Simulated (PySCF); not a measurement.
Br₂H₂O₂Si, SMILES O[Si](Br)(Br)O.

Geometry: B3LYP-D3(BJ)/def2-SVP. This is a generated structure with no PubChem entry under its InChIKey; it may be hypothetical. The values are those of a single conformer.

Computed with B3LYP-D3(BJ)/def2-SVP run with PySCF.

Frequencies are harmonic and unscaled.

Computed vibrational spectrum:
```tsv
mode	ν (cm⁻¹)	IR (km/mol)	Raman (Å⁴/amu)	depolarisation	moving atoms (share of kinetic energy)
1	101	17.4	2.8	0.71	Br 62 %, O 17 %, H 15 %
2	143	45.4	2.2	0.60	O 40 %, H 38 %, Br 19 %
3	173	52.1	0.0	–	H 89 %
4	233	27.1	2.9	0.64	H 48 %, O 38 %, Br 13 %
5	237	11.1	1.8	0.75	O 56 %, Si 32 %, Br 10 %
6	251	36.2	3.2	0.75	O 57 %, Br 27 %, H 15 %
7	275	35.3	3.1	0.12	O 58 %, Br 31 %, H 9 %
8	413	98.1	5.7	0.01	Si 43 %, O 39 %, Br 14 %
9	493	192.8	0.9	0.75	Si 75 %, Br 14 %, H 10 %
10	779	179.7	3.6	0.14	H 64 %, O 34 %
11	831	387.2	0.4	0.75	H 69 %, O 20 %, Si 11 %
12	881	67.6	4.5	0.10	O 43 %, Si 30 %, H 27 %
13	978	100.4	2.2	0.75	Si 45 %, O 44 %, H 11 %
14	3853	153.2	87.7	0.75	H 94 %
15	3855	85.4	138.9	0.12	H 94 %
```
